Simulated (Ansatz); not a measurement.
C2H4BClSi, SMILES `[SiH3]C1=C(Cl)B1`. The species carries charge 0 and has multiplicity 1.

Cartesian coordinates in Å:
```
Si 0.000 -1.162 -0.986
C 0.126 0.268 0.183
C -0.569 1.017 1.061
Cl -2.142 1.096 1.673
B 0.828 1.382 0.885
H 0.973 -2.199 -0.561
H -1.370 -1.734 -0.993
H 0.350 -0.683 -2.346
H 1.804 2.016 1.085
```

**Question.** Give the diagnostics of a CCSD(T)/def2-TZVPP run (frozen core, Ansatz 0.2.0). (Best estimate.)

**Answer.** The calculation gave: T1 = 0.0119, largest single amplitude 0.018, largest double 0.035, (T) share of the correlation energy 4.6 %, 9 CCSD cycles. The RHF solution is stable towards an unrestricted one. T1 lies under the customary mark of 0.02 for closed shells.
